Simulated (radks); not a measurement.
The numbers below are computed, except where a source is named.
All-electron atom: Re I in [Xe] 4f14 5d5 6s2 (the NIST ground configuration). Level of theory: Dirac Kohn-Sham, Slater X-alpha with alpha = 0.604, spin-unpolarised, spherical densities, finite nucleus; open shells fill j = l - 1/2 first; Fermi nuclear charge, rms radius 5.3698 fm (a radial shooting solver on a logarithmic mesh with Libxc functionals).

Normalised radial functions P(r) = r R(r) (large component), r in bohr:

r	5p3/2	4f7/2	6s1/2
0.002663	0.0068	0.0000	0.0394
0.004202	0.0155	0.0000	0.0500
0.006683	0.0344	0.0000	0.0574
0.01054	0.0711	0.0001	0.0534
0.01677	0.1354	0.0006	0.0263
0.02646	0.2175	0.0029	-0.0279
0.04208	0.2580	0.0140	-0.0840
0.06639	0.1252	0.0582	-0.0644
0.1056	-0.2177	0.2047	0.0677
0.1666	-0.3395	0.5464	0.1160
0.2649	0.2104	1.0537	-0.1020
0.418	0.5114	1.3238	-0.1384
0.6648	-0.3539	1.0569	0.2228
1.049	-1.0379	0.5378	0.1868
1.668	-0.6644	0.1600	-0.3643
2.632	-0.1619	0.0255	-0.6317
4.186	-0.0121	0.0015	-0.4128
6.605	-0.0002	0.0000	-0.1250
10.5	0.0000	0.0000	-0.0137

5p3/2: eigenvalue -41.476 eV, 3 radial nodes at r = 0.0802, 0.231, 0.573 bohr, <r> = 1.25 bohr, 90 % of the charge inside 1.83 bohr. 4f7/2: eigenvalue -37.270 eV, 0 radial nodes, <r> = 0.590 bohr, 90 % of the charge inside 0.972 bohr. 6s1/2: eigenvalue -4.714 eV, 5 radial nodes at r = 0.0214, 0.0856, 0.221, 0.508, 1.25 bohr, <r> = 3.17 bohr, 90 % of the charge inside 4.77 bohr.
